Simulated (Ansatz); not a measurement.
# One reagent, a row of partners

Four-centre ligand exchange: CH₆Ge ([CH3][GeH3]) meets different reagents, and the same bond of it breaks. Each row is one chosen step, not always the lowest open to these reactants.

Gas-phase electronic energies, without zero-point energy, by CCSD(T) at an estimated basis limit (MP2 extrapolated from triple and quadruple zeta, plus CCSD(T) − MP2 in triple zeta); Ansatz 0.2.0, def2-TZVPP and QZVPP, frozen cores, on PBE0-D4/def2-TZVP structures. Extrapolation: Hartree–Fock as exp(−7.88 √X), correlation as X^−2.97. All energies, in kcal/mol, count from the separated reactants, without counterpoise correction; the start and end structures are the complexes reached by relaxing down from the saddle, and deeper ones may exist. Brackets give SMILES, or, where every atom is bracketed, only which atoms are joined. Steps whose reference was doubtful or whose search ended elsewhere are left out.

| reactants | products | broken | formed | start structure | saddle | end structure | saddle by PBE-D4/TZ |
| --- | --- | --- | --- | --- | --- | --- | --- |
| CH₆Ge ([CH3][GeH3]) + HCl | CH₅ClGe ([CH3][GeH2][Cl]) + H₂ | Cl–H, Ge–H | Cl–Ge, H–H | -1.73 | 37.83 | -15.07 | 29.47 |
| CH₆Ge ([CH3][GeH3]) + HF | CH₅FGe ([CH3][GeH2][F]) + H₂ | F–H, Ge–H | F–Ge, H–H | -2.18 | 39.35 | -10.59 | 28.73 |
| CH₆Ge ([CH3][GeH3]) + H₂S | CH₆GeS ([CH3][GeH2][SH]) + H₂ | Ge–H, H–S | Ge–S, H–H | -1.30 | 54.05 | -7.81 | 41.18 |
| CH₆Ge ([CH3][GeH3]) + AsH₃ | CH₇AsGe ([CH3][GeH2][AsH2]) + H₂ | As–H, Ge–H | As–Ge, H–H | -1.37 | ? | -5.67 | 44.96 |
| CH₆Ge ([CH3][GeH3]) + H₂O | CH₆GeO ([CH3][GeH2][OH]) + H₂ | Ge–H, H–O | Ge–O, H–H | -1.94 | 48.08 | -2.43 | 37.36 |
| CH₆Ge ([CH3][GeH3]) + NH₃ | CH₇GeN ([CH3][GeH2][NH2]) + H₂ | Ge–H, H–N | Ge–N, H–H | -2.26 | 52.32 | 3.55 | 42.71 |

Question: Fit a straight line of the saddle against the PBE-D4 saddle to the 5 complete rows, and use it to predict the missing value.

Answer: Means: x̄ = 35.89, ȳ = 46.33. Σ(x − x̄)(y − ȳ) = 188.8 and Σ(x − x̄)² = 169.1, so the slope is 1.116 (correlation 0.98). For x = 44.96: y = 46.33 + 1.116 × (44.96 − (35.89)) = 56.45 kcal/mol. The calculation gives 57.73 kcal/mol, so the line misses by 1.28 kcal/mol (this x lies outside the fitted range).

Above its own start structure that saddle lies 59.10 kcal/mol.

Question: How do the PBE-D4 saddles lie against the coupled-cluster estimate?

Answer: All lower, by 8.36 to 12.87 kcal/mol.

No T1 diagnostic of these runs exceeds 0.014. The filled d shells of As, Ge are correlated in sets not built for that, so values that involve them are less sure.

For scale, one of the runs: CCSD(T)/def2-TZVPP, 253 basis functions, launched by `ansatz run in.yaml --threads 8 --pin off --events-out ev --progress --plain --max-ram 19148MiB`. Time: 2.5 min of wall clock on 8 CPU threads of an Arm Neoverse V2; the host was shared. Peak host memory: 5.6 GiB.
